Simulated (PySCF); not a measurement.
# Radial density of In²⁺ (indium, charge +2)

UHF, [Kr] 4d10 5s1, 2S determinant. All numbers are calculated (PySCF 2.14, the spin-free X2C one-electron Hamiltonian (Gaussian nucleus), in x2c-SVPall).

```tsv
r (bohr)	4πr²ρ (e/bohr)	4πr²(ρα − ρβ)
0.0236	62.58	0.0042
0.0397	53.79	-0.0011
0.0667	69.99	0.0129
0.112	75.08	0.0086
0.189	55.01	0.0065
0.317	61.22	0.0224
0.534	20.17	0.0550
0.898	21.25	-0.0080
1.51	6.651	0.2857
2.54	0.9465	0.4839
4.27	0.05292	0.0528
7.19	3.181e-05	0.0000
```

Densities and radii are taken from the X2C orbitals without a picture-change correction, which distorts them close to the nucleus.

**Question.** Where is the radial spin density 4πr²(ρα − ρβ) most negative, and why is it negative at all?

**Answer.** Around r = 0.898 bohr, down to -0.0080 e/bohr: exchange with the open shell polarises the paired shells in an unrestricted calculation.
